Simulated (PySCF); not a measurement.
Geometries of 2 isomers of C4H5Br, from PBE0-D3(BJ)/def2-SVP geometry optimisation, gas phase in PySCF. One conformer each, no zero-point energy, no frequencies.

Question: Which is lower in electronic energy at this level?
A.
```xyz
10
angstrom
Br    -2.434   -0.008    0.767
C     -0.724   -0.017   -0.005
C      0.195   -1.154   -0.277
C      0.632    0.021    0.546
C      0.169    1.117   -0.365
H      0.599   -1.297   -1.291
H     -0.010   -2.081    0.269
H      1.003    0.065    1.569
H     -0.061    2.078    0.109
H      0.570    1.192   -1.387
```
B.
```xyz
10
angstrom
C     -1.902    0.199    0.209
C     -0.638    0.144    0.640
C      0.566    0.030   -0.176
C      1.804   -0.024    0.331
Br     0.343   -0.045   -2.060
H     -2.729    0.284    0.917
H     -2.142    0.161   -0.857
H     -0.432    0.184    1.716
H      2.689   -0.109   -0.300
H      1.940    0.019    1.415
```

Answer: B. That is 2-bromo-1,3-butadiene (`C=CC(=C)Br`), 18.4 kcal/mol below the other.

| SMILES | atoms numbered as above | E (Eh) | relative (kcal/mol) | relative (kJ/mol) | dipole (D) |
| --- | --- | --- | --- | --- | --- |
| C=CC(=C)Br | [CH2:1]=[CH:2][C:3](=[CH2:4])[Br:5] | -2728.63863 | 0.0 | 0.0 | 1.39 |
| Br[C@]12C[C@H]1C2 | [Br:1][C@:2]12[CH2:3][C@H:4]1[CH2:5]2 | -2728.60938 | 18.4 | 76.8 | 1.24 |

As drawn, the lower has a C=C bond outside aromatic rings, which the higher lacks; the higher has a three-membered ring, which the lower lacks.
